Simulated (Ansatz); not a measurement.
A nudged elastic band was laid between two geometries of CH4NOSb (8 atoms, charge 0, multiplicity 1).

Level of theory: Ansatz, RKS B3LYP-D4/def2-SVPD.

| Item | Value |
| --- | --- |
| movable images | 9 |
| climbing image | yes |
| spring | 5.0 eV/Å² |
| optimiser | quadratic models (default) |
| start path | through a guess of the saddle point |
| force threshold | 0.03 eV/Å |
| iteration limit | 53 |
| end points | relaxed |

Initial state:

```xyz
8
Properties=species:S:1:pos:R:3
C -0.774 1.224 0.383
N 0.489 1.182 0.446
Sb 1.510 -0.627 0.174
O -0.049 -1.754 -0.477
H -1.288 2.187 0.545
H -1.423 0.355 0.162
H 1.913 -0.180 -1.442
H -0.287 -2.445 0.154
```

Final state:

```xyz
8
Properties=species:S:1:pos:R:3
C -0.556 1.052 0.112
N 0.653 0.713 -0.222
Sb 1.609 -1.209 -0.214
O -0.130 -2.026 0.485
H -0.874 2.095 0.078
H -1.241 0.270 0.443
H 1.258 1.483 -0.504
H -0.626 -2.435 -0.234
```

Question: Which bonds break or form, and what moves?

Answer: Bonds broken: Sb3–H7. Bonds formed: N2–H7.

Question: What energy profile does the band end with?

Answer: The forces met the threshold. The highest image is number 6 of 0 to 10, 1.77 eV above the first end and 1.74 eV above the last; the last end lies 0.03 eV above the first. The profile has 2 maxima (images 2, 6) with wells between them (image 3): this band takes more than one step, which may be the mechanism or a detour left from its start path. A vibrational analysis at the climbing image gives one clearly imaginary mode, 1458i cm⁻¹: a first-order saddle point. The orbitals stay closed-shell, which can raise the energy where a bond breaks towards radicals; this wasn't checked here.

```tsv
image	path coordinate (Å)	energy (eV)	Sb3–H7 (Å)	N2–H7 (Å)
0	0.00	0.00	1.72	2.73
1	0.58	0.04	1.73	2.72
2	1.16	0.06	1.74	2.75
3	1.74	0.00	1.73	2.76
4	2.32	0.09	1.73	2.49
5	2.90	0.70	1.74	1.99
6	3.48	1.77	1.91	1.34
7	3.92	1.02	2.25	1.06
8	4.37	0.27	2.57	1.02
9	4.81	0.08	2.70	1.02
10	5.26	0.03	2.73	1.02
```

Question: What is the geometry of the highest image?

Answer: 
```xyz
8
Properties=species:S:1:pos:R:3:forces:R:3
C -0.662 1.173 0.250 0.00 0.00 0.00
N 0.603 0.944 0.166 0.00 0.00 0.00
Sb 1.658 -0.895 0.248 0.00 0.00 0.00
O 0.122 -2.216 0.232 0.00 0.00 0.00
H -1.054 2.162 -0.026 0.00 0.00 0.00
H -1.390 0.419 0.590 0.00 0.00 0.00
H 1.230 0.536 -0.946 0.00 0.00 0.00
H -0.416 -2.181 -0.570 0.00 0.00 0.00
```

Time of the run: 8.2 min on 2 threads of Intel(R) Xeon(R) Gold 6455B (Sapphire Rapids), on a shared host, peak memory 0.38 GiB.
